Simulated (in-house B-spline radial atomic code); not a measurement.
**PBE hybrid excitations of Ar6+**

Method: PBE hybrid with 0.5 exact exchange. Computed with a B-spline radial code for spherical atoms: linear response of the closed shell [Ne] 3s2 with the functional's adiabatic kernel; non-relativistic, point nucleus, no spin-orbit coupling, no double excitations, S, P, D and F terms only.

Command:
```bash
python run_td.py task.json out
```
Settings (radii: box in bohr, nucleus in fm):
```
Z                        18
electrons                12
configuration            [Ne] 3s2
hamiltonian              nr
method                   pbeh
box_radius               14.35
exact_exchange_fraction  0.5
intervals                51
```

Run time, properties included: 0.4 s on 1 thread of Arm Neoverse N1, on a shared host.

The lowest states, in the order of their Tamm-Dancoff energies; the method's threshold (minus the highest occupied level) is 119.39 eV. Labels give the largest channel, * marks a mixed state, and oscillator strengths are full-response dipole values. Semilocal kernels can invert the small singlet-triplet splittings of Rydberg terms. Energies in eV:

| state | full response | Tamm-Dancoff | oscillator strength |
| --- | --- | --- | --- |
| 3s → 3p 3P | 12.595 | 13.118 | - |
| 3s → 3p 1P | ? | ? | ? |
| 3s → 3d 3D | 37.90 | 37.99 | - |
| 3s → 3d 1D | 41.26 | 41.28 | - |
| 3s → 4s 3S | 62.87 | 62.88 | - |
| 3s → 4s 1S | 64.39 | 64.42 | - |
| 3s → 4p 3P | 69.07 | 69.08 | - |
| 3s → 4p 1P | 69.62 | 69.65 | 0.199 |
| 3s → 4d 3D | 77.33 | 77.34 | - |
| 3s → 4d 1D | 77.61 | 77.61 | - |
| 3s → 4f 3F | 79.99 | 80.00 | - |
| 3s → 4f 1F | 80.44 | 80.45 | - |
| 3s → 5s 3S | 87.10 | 87.10 | - |
| 3s → 5s 1S | 87.54 | 87.55 | - |
| 3s → 5p 3P | 89.87 | 89.87 | - |
| 3s → 5p 1P | 90.02 | 90.02 | 0.0726 |
| 3s → 5d 3D | ? | ? | - |
| 3s → 5d 1D | 93.68 | 93.68 | - |

Question: Where does 3s → 5d 3D lie?

Answer: At 93.61 eV in full response, 93.62 eV in Tamm-Dancoff.

Question: Where does 3s → 3p 1P lie?

Answer: At 20.570 eV in full response, 21.199 eV in Tamm-Dancoff, oscillator strength 1.17.

Question: How large is the singlet-triplet splitting of 3s → 3p (P terms) in Tamm-Dancoff?

Answer: 8.08 eV, from the unrounded values.

Question: What polarisabilities and dispersion coefficient does the method give?

Answer: Dipole 2.13 bohr³, quadrupole 1.756 bohr⁵, C6 2.756 hartree·bohr⁶ for two such species.
